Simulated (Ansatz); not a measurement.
Wavefunction ladder for AlH9N2Si2, SMILES `[NH2][AlH][N]([SiH3])[SiH3]`

Cartesian coordinates in Å:
```
N 0.616 0.497 -2.557
Al -0.098 -0.622 -1.397
N -0.149 -0.179 0.346
Si -0.816 -1.270 1.517
Si 0.483 1.321 0.934
H 0.985 1.412 -2.357
H 0.691 0.297 -3.541
H -0.682 -2.003 -1.881
H -2.131 -0.794 2.027
H 0.098 -1.399 2.686
H -1.000 -2.606 0.893
H 0.562 2.307 -0.178
H 1.845 1.167 1.513
H -0.403 1.873 1.997
```

The species carries charge 0 and has multiplicity 1. Geometry: relaxed with PBE0-D4/def2-TZVP. It is one conformer, not always the lowest. Frozen core, restricted reference, the Gaussian-basis code of Ansatz. CBS rows extrapolate triple and quadruple zeta; past MP2 they add the triple-zeta difference.

```json
{"basis": "def2-TZVPP", "HF (Eh)": "-934.12582", "MP2 corr.": "-0.76062", "CCSD corr.": "-0.82096", "(T)": "-0.03010", "CCSD(T) total": "-934.97688"}
{"basis": "def2-QZVPP", "HF (Eh)": "-934.15792", "MP2 corr.": "-0.81530", "CCSD corr.": "–", "(T)": "–", "CCSD(T) total": "–"}
{"basis": "CBS(def2)", "HF (Eh)": "-934.16234", "MP2 corr.": "-0.85580", "CCSD corr.": "-0.91615", "(T)": "as TZ", "CCSD(T) total": "-935.10859"}
```
